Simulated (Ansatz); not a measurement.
Ansatz (an electronic-structure program) input (PBE/def2-TZVP):

Ansatz 0.2 input:
```yaml
crystal:
  periodic: [false, false, false]
  atoms:
    - {symbol: Lu, position_ang: [0.18190811, 0.11300637, 0.04188786]}
    - {symbol: F, position_ang: [-1.11846589, 0.59716403, -1.23764703]}
    - {symbol: F, position_ang: [-0.31658702, -1.48865873, 0.90719835]}
basis:
  gaussian:
    orbitals: def2-TZVP
hamiltonian:
  xc: {name: PBE}
total_charge: 2
magnetization: {spin_polarized: true, initial_magnetization: 1}
```

Output:

```
Functional definition: PBE
integrals: 0.09 GiB planned
1066 factors; their error is unknown
mean field: 0.69 GiB planned
mean field evaluation 1: about -38982.0785 eV, gradient 1.9e2 eV
mean field evaluation 2: about -37875.2916 eV, gradient 6.9e2 eV
mean field evaluation 4: about -39050.6165 eV, gradient 6.6e1 eV
mean field evaluation 8: about -39058.3529 eV, gradient 3.2e0 eV
mean field evaluation 16: about -39058.3642 eV, gradient 2.6e-3 eV
mean field evaluation 32: about -39055.3922 eV, gradient 4.2e1 eV
mean field evaluation 64: about -39057.6852 eV, gradient 7.4e0 eV
mean field evaluation 96: about -39057.9730 eV, gradient 1.4e0 eV
mean field evaluation 128: about -39058.2014 eV, gradient 9.2e-1 eV
mean field -39058.36417012 eV, -1435.3684085419 hartree, gradient 1.3e-5 eV, S^2 0.754916; 13 other end points of the search recorded, 0 dependent functions left out
reference -39058.36422580 eV, -1435.3684105879 hartree; 30, 29 occupied and 128, 129 virtual orbitals, 1066 factors
Total energy: -39058.36422580 eV, -1435.3684105879 hartree
```

This state (charge 2, doublet) is run at the relaxed geometry of the species with charge 1 and multiplicity 1.
